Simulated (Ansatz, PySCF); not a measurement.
Gas-phase reaction (SMILES): C=CCB(O)O + F (HF) → OB(O)F [fluoroboronic acid] + C=CC [prop-1-ene]; hydrogen fluoride cleaves one B-C bond, a model of a ligand-exchange step.

Geometries: B3LYP-D3(BJ)/def2-TZVP minima from Ansatz (a program for electronic structure), one conformer each, not searched for the lowest. Cores are frozen in the correlated levels unless marked. Spin-orbit coupling is left out. Non-relativistic. CBS(X,Y): correlation extrapolated as X^-3; Hartree-Fock from the larger set. [CCSD(T)-MP2]/basis is that difference in the basis named. Thermal terms are rigid-rotor harmonic-oscillator values from B3LYP-D3(BJ) frequencies (Ansatz or PySCF) at 298.15 K and 1 atm. 1 Eh = 627.5095 kcal/mol.

```csv
species,"E, RI-MP2/CBS(aug-cc-pVTZ,aug-cc-pVQZ)+[CCSD(T)-MP2]/aug-cc-pVTZ (Ansatz) (Eh)","E, PBE0-D4/def2-TZVPD (Ansatz + dftd4) (Eh)",H - E (Eh)
C=CCB(O)O,-293.60804,-293.70590,0.11227
F (HF),-100.39388,-100.39487,0.01259
OB(O)F,-276.31349,-276.35618,0.04166
C=CC,-117.74462,-117.80020,0.08449
```

Question: Work out ΔE and ΔH at 298.15 K at the first level, then ΔH at the second.

Answer: 
1. ΔE = [(-276.31349) + (-117.74462)] - [(-293.60804) + (-100.39388)] = -0.05619 Eh = -35.3 kcal/mol at RI-MP2/CBS(aug-cc-pVTZ,aug-cc-pVQZ)+[CCSD(T)-MP2]/aug-cc-pVTZ.
2. The terms H - E add up to 0.00129 Eh, so ΔH = (-0.05619 + (0.00129))×627.5095 = -34.5 kcal/mol.
3. At PBE0-D4/def2-TZVPD the same steps give ΔE = -34.9 and ΔH = -34.1 kcal/mol, a shift of +0.4 from the first level.
4. These values are not checked against measurement here, since the tables used lack a sound gas-phase enthalpy of formation for at least one species.
